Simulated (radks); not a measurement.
Coulomb parameter of the 4f shell of neutral neodymium in the model configuration [Xe] 4f2.5 5d1.5 6s2, as a second difference U = [E(n + 0.5) + E(n - 0.5) - 2 E(n)] / (0.5)^2 with all orbitals relaxed. "Bare": the charge of the atom changes with n. "Screened": the 5d shell takes up the change at fixed total charge, which measures U(4f,4f) + U(5d,5d) - 2 U(4f,5d). All-electron calculation, Dirac Kohn-Sham, PBE, spin-unpolarised, spherical densities, finite nucleus; open shells are shared between the two j in proportion to 2j + 1; Fermi nuclear charge, rms radius 4.9123 fm. Program: a radial shooting solver on a logarithmic mesh with Libxc functionals.

| case | configuration | E - E(n) (eV) |
|---|---|---|
| start | [Xe] 4f2.5 5d1.5 6s2 | 0.000 |
| bare +0.5 | [Xe] 4f3 5d1.5 6s2 | -3.333 |
| bare -0.5 | [Xe] 4f2 5d1.5 6s2 | 6.732 |
| screened +0.5 | [Xe] 4f3 5d1 6s2 | -2.595 |
| screened -0.5 | [Xe] 4f2 5d2 6s2 | 3.887 |

U(bare) = 13.593 eV, U(screened by 5d) = 5.165 eV, against the Slater integral F0(4f,4f) = 26.313 eV with frozen orbitals. The step up makes a negative ion, whose loosely bound charge lowers the bare value.
